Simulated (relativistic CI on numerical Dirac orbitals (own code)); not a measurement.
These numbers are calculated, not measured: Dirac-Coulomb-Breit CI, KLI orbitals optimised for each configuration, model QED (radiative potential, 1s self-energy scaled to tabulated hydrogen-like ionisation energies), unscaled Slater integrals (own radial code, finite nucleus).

The strongest absorption lines from the ground level of an ion, among the configurations computed and to levels below about 2690 eV (vacuum wavelength in nm, gf): 0.46288 (0.14), 0.46405 (0.045), 0.58735 (0.011), 0.60234 (0.031), 0.61313 (0.44), 0.61714 (0.24), 8.1419 (0.14), 18.297 (0.0043).

Problem. Which ion is it?
A. Se30+
B. Se28+
C. Se32+
D. Ni24+

Solution. A. Se30+ has 4 electrons and the ground level 2s2 1S_0; the strongest line goes to 2s.3p 1P°_1. The pattern of lines fixes the number of electrons, and along that sequence the line energies rise steadily with the charge (about as its square where n changes within one kind of shell, about linearly where n is kept but much faster in heavy ions where fine structure, which grows about as Z⁴, sets the gap, and irregularly where shells cross), which fixes Z. Configurations outside the model, such as inner-shell arrays, can give stronger lines. At this charge energies of transitions that change n are usually good to better than 1 %, and those within a shell (Δn = 0) to a few per cent.

LS names give the leading component of a level, which can be under half, so a name can repeat, a term be missing and a line seem to break the LS rules.
